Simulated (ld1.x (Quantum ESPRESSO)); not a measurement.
Cutoff test, ruthenium, TM

ld1.x (Quantum ESPRESSO) 7.5 input, shortened:

```
&input
   title='Ru', zed=44., rel=1, dft='PZ', iswitch=3,
   config='[Kr] 4d6 5s0 5p0'
 /
 &inputp
   pseudotype=2, tm=.true., lloc=2,
   nlcc=.true., new_core_ps=.true.
 /
3
4S  1  0   2.00   0.00  1.45  1.45  0.0
4P  2  1   6.00   0.00  1.80  1.80  0.0
4D  3  2   6.00   0.00  1.85  1.85  0.0
 &test
   configts(1)='4s2 4p6 4d6 5s0 5p0'
 /
```

The pseudo-atom Hamiltonian at the reference potential is diagonalised in spherical Bessel functions j_l(qr) that vanish at 20 bohr, with q² up to the cutoff. All-electron valence levels (Ry): 4s -7.1002, 5s -1.4252, 4p -4.8918, 5p -1.0000, 4d -1.7916.

Problem. How do the lowest levels (Ry) of each channel move with the cutoff, and are there ghosts?

Solution.

```tsv
cutoff (Ry)	s #1	s #2	s #3	p #1	p #2	p #3	d #1	f #1	Σ f·Δε (mRy)
8	-6.8453	-1.3975	-0.5179	-3.7595	-0.8269	-0.3577	-1.0456	-0.2910	11779.0
12	-6.8818	-1.4419	-0.5327	-4.4311	-0.9205	-0.3832	-1.2629	-0.2921	6373.3
18	-6.9271	-1.4456	-0.5346	-4.8023	-0.9810	-0.3996	-1.5225	-0.2928	2497.9
25	-7.0073	-1.4475	-0.5347	-4.8840	-1.0006	-0.4052	-1.6702	-0.2932	961.2
35	-7.0804	-1.4509	-0.5352	-4.8912	-1.0049	-0.4066	-1.7703	-0.2933	170.6
40	-7.0885	-1.4512	-0.5352	-4.8912	-1.0052	-0.4067	-1.7852	-0.2934	65.1
50	-7.0895	-1.4513	-0.5353	-4.8915	-1.0053	-0.4067	-1.7912	-0.2934	25.3
60	-7.0925	-1.4521	-0.5355	-4.8917	-1.0053	-0.4067	-1.7915	-0.2934	16.3
80	-7.0988	-1.4533	-0.5359	-4.8918	-1.0053	-0.4067	-1.7916	-0.2934	3.1
100	-7.0998	-1.4535	-0.5359	-4.8918	-1.0053	-0.4067	-1.7916	-0.2934	0.8
120	-7.0999	-1.4536	-0.5359	-4.8918	-1.0053	-0.4067	-1.7916	-0.2934	0.5
400	-7.1002	-1.4536	-0.5360	-4.8918	-1.0053	-0.4067	-1.7916	-0.2934	0.0
```

Result: no extra level below or beside the all-electron valence levels (s, p, d, f tested); 10 mRy is reached at 70 Ry and 1 mRy at 100 Ry.
